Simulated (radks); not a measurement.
Results of a calculation; reference values are marked as such.
Problem. Valence configurations of Rh I (all share [Kr]). Level of theory: scalar-relativistic Kohn-Sham, PBE, spin-polarised, spherical densities, point nucleus; open shells are filled with parallel spins first (spin-orbit coupling, left out, can overturn this in heavy ions) (a radial shooting solver on a logarithmic mesh with Libxc functionals). Order these by energy: 4d9; 4d6 5s1 5p2; 4d7 5s2; 4d8 5s1; 4d7 5s1 5p1; 4d8 5p1; 4d7.5 5s1 5p0.5; 4d7 5s0.5 5p1.5; 4d8 5s0.5 5p0.5; 4d7.5 5s1.5.

Solution. From the lowest, in eV above it: 4d9 0.000; 4d8 5s1 0.006; 4d7.5 5s1.5 0.869; 4d8 5s0.5 5p0.5 1.855; 4d7 5s2 2.011; 4d7.5 5s1 5p0.5 2.225; 4d8 5p1 3.767; 4d7 5s1 5p1 4.993; 4d7 5s0.5 5p1.5 7.261; 4d6 5s1 5p2 12.169. NIST lists [Kr] 4d8 5s1 as the ground configuration; this level of theory puts 4d9 lower, by 0.006 eV. The energies are those of spherical high-spin densities, not of single terms.
